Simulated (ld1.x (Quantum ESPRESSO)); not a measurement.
Before and after: TM potential for chlorine

```json
{
 "Element": "Cl (Z = 17)",
 "Generator": "ld1.x (Quantum ESPRESSO) 7.5",
 "Type": "norm-conserving Troullier–Martins (Kleinman–Bylander form)",
 "Functional": "PBE",
 "Relativity": "scalar-relativistic",
 "Frozen core": "[Ne]",
 "Valence charge": "7",
 "Reference configuration": "3s2 3p4 (charge +1)",
 "Partial waves": "3s (bound): rc 0.90 bohr; 3p (bound): rc 1.35 bohr; 3d channel at 0.3 Ry: rc 1.45 bohr",
 "Local potential": "the d channel",
 "Core correction": "none"
}
```

All-electron outer shells of the reference configuration (PBE, scalar-relativistic, ld1.x):

```json
{"shell": "3s", "level (eV)": "-32.09", "outermost node (bohr)": "0.55", "outermost maximum (bohr)": "1.27"}
{"shell": "3p", "level (eV)": "-19.43", "outermost node (bohr)": "0.53", "outermost maximum (bohr)": "1.39"}
```

Change: wave 3d channel at 0.3 Ry: rc 1.45 bohr becomes 3d channel at 0.3 Ry: rc 2.22 bohr.

Cutoffs: the cutoffs (Ry, on a coarse ladder) from which the occupation-weighted sum of valence levels, in a spherical-Bessel basis at the reference potential, stays within 10 and 1 mRy of its value at 400 Ry; they do not see the model core or the augmentation charge, which bear on the density cutoff. Errors are all-electron minus pseudo energies relative to the spin-unpolarised reference configuration.

Question: Predict the effect on cutoff, ghosts and configuration errors.

Answer: The potential gets neither clearly harder nor softer (110 Ry and 300 Ry → 110 Ry and 300 Ry); of the 7 tests that both files solve, the error grows in 0 and shrinks in 6 by more than 15 % and 0.3 meV (median size 18.8 → 6.4 meV); neither file shows a bound ghost. That the errors move this way runs against the usual rule that smaller radii transfer better.

```tsv
quantity	base	changed
cutoff, loose	110 Ry	110 Ry
cutoff, tight	300 Ry	300 Ry
bound ghosts	none	none
error for 3s2 3p5, meV [ΔE -13.88 eV]	+9.1	-3.1
error for 3s2 3p3, meV [ΔE 25.45 eV]	+19	+2.2
error for 3s2 3p2, meV [ΔE 63.75 eV]	+120	+49
error for 3s1 3p5, meV [ΔE 12.71 eV]	+40	+39
error for 3s2 3p4.5, meV [ΔE -8.29 eV]	+3.3	-0.1
error for 3s2 3p5.3, meV [ΔE -16.01 eV]	+13	-6.4
error for 3s1 3p6, meV [ΔE -1.72 eV]	+57	+46
```
